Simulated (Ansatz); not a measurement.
`[CH3][GeH]([OH])[Cl]`, charge 0, multiplicity 1.

Task: Give a relaxed structure at PBE0-D4/def2-TZVP (Ansatz). (Estimate.)

Result: Ansatz gave: 
```xyz
9

C     1.047   -0.658   -0.218
Ge   -0.468    0.278    0.540
O    -1.916    0.125   -0.466
Cl    0.061    2.375    0.625
H     1.918   -0.540    0.427
H     0.812   -1.719   -0.318
H     1.279   -0.247   -1.201
H    -0.910   -0.159    1.938
H    -1.824    0.545   -1.325
```
This is one stationary point; other conformers may exist.
